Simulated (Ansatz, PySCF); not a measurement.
System: C2H7GeO, charge 0, multiplicity 2. SMILES: [GeH3][O][CH]C
Structure (B3LYP-D3(BJ)/def2-TZVP (Ansatz, a program for electronic structure) minimum search):
```xyz
11

C      2.8783     0.1976    -0.4503
C      1.4774    -0.2767    -0.5447
O      0.6015     0.3051     0.3243
Ge    -1.1614    -0.0399     0.1599
H      2.9310     1.2847    -0.5563
H      3.4874    -0.2569    -1.2329
H      3.3350    -0.0516     0.5195
H      1.2562    -1.2944    -0.8621
H     -1.7799     0.5867     1.4127
H     -1.6686     0.6094    -1.1382
H     -1.3422    -1.5684     0.1148
```
Charge 0, spin multiplicity 2.

Quantity: size of the dipole moment, in D. Conventions: UHF or UKS for open shells; LANL2DZ with its own core potentials from Na on; six Cartesian d functions in 6-31G* and its kin unless marked 5d; dispersion terms only where a functional's name holds one; non-relativistic; spin-orbit terms left out. Ab initio and DFT rows: single points at B3LYP-D3(BJ) geometries (Ansatz).

| level | program | size of the dipole moment (D) |
|---|---|---|
| SVWN5/6-31G* | Ansatz | 1.16 |
| PBE/STO-3G | Ansatz | 1.37 |
| PBE/LANL2DZ | Ansatz | 1.55 |
| PBE/6-31G* | Ansatz | 1.14 |
| PBE/def2-SVP | Ansatz | 1.11 |
| PBE/6-31G* with LANL2DZ past Ar | Ansatz | 1.29 |
| BLYP/6-31G* | Ansatz | 1.15 |
| BP86/def2-SVP | PySCF | 1.09 |
| B3LYP/LANL2DZ | Ansatz | 1.68 |
| B3LYP/6-31G | Ansatz | 1.62 |
| B3LYP/6-31G** | Ansatz | 1.26 |
| B3LYP/6-31G* with LANL2DZ past Ar | Ansatz | 1.41 |
| PBE0/6-31G* with LANL2DZ past Ar | Ansatz | 1.42 |
| M06-2X/6-31G* with LANL2DZ past Ar (5d) | PySCF | 1.42 |

No value to compare with is used here. The 14 habitual levels span 1.09 (BP86/def2-SVP) to 1.68 D (B3LYP/LANL2DZ).

The levels are drawn from those run, B3LYP/6-31G* more often than the rest, none by its result; left out are runs that failed, that the program found above a lower state of the same kind, or whose <S^2> lies over 0.5 above the pure value.
